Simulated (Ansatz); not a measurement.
ClH7NSi3 (`[SiH2]N([SiH3])[SiH2]Cl`) radical at its PBE0-D4/def2-TZVP geometry, where that method's forces vanish. Total charge 0; spin multiplicity 2.

```xyz
12

Si   -0.4872    1.8439    0.3842
N    -0.0139    0.1996    0.0491
Si   -1.2518   -1.0311   -0.0604
Si    1.6162   -0.1787   -0.3520
Cl    1.8643   -0.4061   -2.3814
H    -1.8782    1.7912    0.9224
H     0.4405    2.4522    1.3815
H    -0.6109   -2.2679   -0.5744
H    -2.3298   -0.6007   -0.9862
H    -1.8440   -1.2878    1.2768
H     2.0175   -1.4608    0.2651
H     2.4774    0.9461    0.0753
```

Task: What forces (eV/Å) does ωB97M-V/def2-TZVPP give on these atoms in Ansatz 0.2.0? (An estimate is asked.)

Result: Ansatz gave: 
```
Si1 -0.060  0.136  0.113
N2   0.016 -0.030 -0.004
Si3 -0.158 -0.140 -0.001
Si4  0.179 -0.020  0.181
Cl5 -0.005 -0.007 -0.055
H6   0.129 -0.014 -0.039
H7  -0.083 -0.069 -0.081
H8  -0.064  0.138  0.055
H9   0.125 -0.044  0.107
H10  0.067  0.030 -0.157
H11 -0.046  0.150 -0.071
H12 -0.100 -0.128 -0.048
```
